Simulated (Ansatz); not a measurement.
Reaction (ligand exchange at the Si–S bond): `O[SiH](F)S[SiH2]Cl` + `C[SiH](N)O` → `C[Si@H](O)N[Si@@H](O)F` + `S[SiH2]Cl`

Calculated with Ansatz (gas phase, PBE0-D4/def2-TZVP geometries, no zero-point term in ΔE). CBS: MP2 limit from def2 TZ/QZ plus the TZ coupled-cluster correction, frozen cores. Each species was taken in one conformer, which may not be the lowest.

| species | CCSD(T)/CBS(def2) energy (Eh) |
| --- | --- |
| `O[SiH](F)S[SiH2]Cl` | -1613.31766 |
| `C[SiH](N)O` | -461.32134 |
| `C[Si@H](O)N[Si@@H](O)F` | -926.13670 |
| `S[SiH2]Cl` | -1148.50980 |

(1) Work out ΔE.

Largest T1 diagnostic among the species: 0.011.

Results:

(1) ΔE = (-926.13670) + (-1148.50980) − (-1613.31766) − (-461.32134) = -0.00750 Eh = -19.7 kJ/mol.

From PBE to PBE0 (25 % exact exchange), in def2-TZVPP and without D4, ΔE moves by −3.4 kJ/mol. In def2-TZVPP, CCSD(T) changes the Hartree–Fock value by +5.2 kJ/mol (the triples alone add +2.1 kJ/mol) and MP2 by +9.9 kJ/mol.
